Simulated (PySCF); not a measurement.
Isomers of C6H14Si2, from PySCF, PBE0-D3(BJ)/def2-SVP geometry optimisation, gas phase. One conformer each, no zero-point energy, no frequencies.

Problem. Which isomer lies lower at this level?
A. `[SiH2](C#C[SiH3])C(C)(C)C`: A = 2926, B = 546.7, C = 518.9 MHz, dipole 0.94 D
B. `[CH2:1]1[CH2:2][SiH2:3][Si@@H:4]([CH:5]2[CH2:6][CH2:7]2)[CH2:8]1` with Si3–Si4–C5–C6 -38°, C8–C1–C2–Si3 53°, C1–C2–Si3–Si4 -28°, C2–Si3–Si4–C5 -115°, Si4–C5–C6–C7 108°: A = 2318, B = 980.1, C = 841.4 MHz, dipole 1.12 D

Solution. B. That is `C1C[SiH2][Si@@H](C2CC2)C1`, 28.2 kcal/mol below the other.

| SMILES | mapped SMILES | E (Eh) | relative (kcal/mol) | relative (kJ/mol) | dipole (D) |
| --- | --- | --- | --- | --- | --- |
| C1C[SiH2][Si@@H](C2CC2)C1 | [CH2:1]1[CH2:2][SiH2:3][Si@@H:4]([CH:5]2[CH2:6][CH2:7]2)[CH2:8]1 | -815.17479 | 0.0 | 0.0 | 1.12 |
| CC(C)(C)[SiH2]C#C[SiH3] | [CH3:1][C:2]([CH3:3])([CH3:4])[SiH2:5][C:6]#[C:7][SiH3:8] | -815.12985 | 28.2 | 118.0 | 0.94 |

As drawn, the lower has a three-membered ring and an Si–Si bond, which the higher lacks; the higher has a C≡C bond, which the lower lacks.
